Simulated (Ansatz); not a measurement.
One change: `OB[NH][AlH2]` becomes `OBN[SiH2]O`.

Ansatz, PBE0-D4/def2-TZVP geometries, multiplicity 1. Each molecule was computed in one conformer, which needn't be the lowest.

| property | `OB[NH][AlH2]` |
| --- | --- |
| LUMO energy (ωB97M-V/def2-TZVPP) / eV | 0.25 |
| zero-point energy (PBE0-D4/def2-TZVP) / kJ/mol | 154.3 |
| ideal-gas entropy at 298 K and 1 bar (rigid rotor, harmonic PBE0-D4/def2-TZVP) / J/(mol·K) | 311 |
| LUMO energy (PBE0/def2-TZVPP) / eV | -1.36 |
| HOMO–LUMO gap (ωB97M-V/def2-TZVPP) / eV | 10.83 |
| HOMO energy (PBE/def2-TZVPP) / eV | -6.86 |

(1) Give the same properties after the change, and the shifts. (Estimate.)

## Answers

(1) The calculation gave: 
| property | `OBN[SiH2]O` | shift |
| --- | --- | --- |
| LUMO energy (ωB97M-V/def2-TZVPP) / eV | 1.81 | 1.56 |
| zero-point energy (PBE0-D4/def2-TZVP) / kJ/mol | 202.3 | 48.0 |
| ideal-gas entropy at 298 K and 1 bar (rigid rotor, harmonic PBE0-D4/def2-TZVP) / J/(mol·K) | 347 | 36 |
| LUMO energy (PBE0/def2-TZVPP) / eV | 0.24 | 1.60 |
| HOMO–LUMO gap (ωB97M-V/def2-TZVPP) / eV | 12.40 | 1.57 |
| HOMO energy (PBE/def2-TZVPP) / eV | -6.82 | 0.04 |

The zero-point energy changes by 48.0 kJ/mol with +6 modes. Modes under 60 cm⁻¹, often nearly free rotors, make the harmonic entropy too high.
